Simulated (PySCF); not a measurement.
SMILES C=CC(C=C)=CF, C6H7F

Geometry:
```
atom   x (Å)   y (Å)   z (Å)
  C1   0.838  -1.611  -0.960
  C2   0.912  -0.288  -1.019
  C3   0.303   0.632  -0.062
  C4  -0.862   0.256   0.741
  C5  -1.820  -0.573   0.351
  C6   0.845   1.849   0.070
  F7   0.372   2.762   0.935
  H8   0.300  -2.120  -0.179
  H9   1.331  -2.232  -1.689
 H10   1.501   0.182  -1.795
 H11  -0.941   0.761   1.695
 H12  -1.806  -1.055  -0.612
 H13  -2.668  -0.783   0.981
 H14   1.697   2.219  -0.482
```

The calculation used quadratic response BHandHLYP/def2-SVPD first hyperpolarisability, Taylor convention, gas phase (PySCF). Geometry: GFN2-xTB.

Problem. Give the tensor of the static β(0;0,0) in the axes of these coordinates.

Solution. In au, Taylor convention; rows are the first index (the induced dipole):
|  | xx | yy | zz | xy | xz | yz |
| --- | --- | --- | --- | --- | --- | --- |
| x | +10.1 | -45.0 | +0.9 | +20.3 | +13.9 | -4.0 |
| y | +20.3 | +113.4 | +43.6 | -45.0 | -4.0 | +47.1 |
| z | +13.9 | +47.1 | +36.1 | -4.0 | +0.9 | +43.6 |

Norm of βᵢ = ⅓ Σⱼ (βᵢⱼⱼ + βⱼᵢⱼ + βⱼⱼᵢ): 204.9 au, hyper-Rayleigh value 80.6 au.
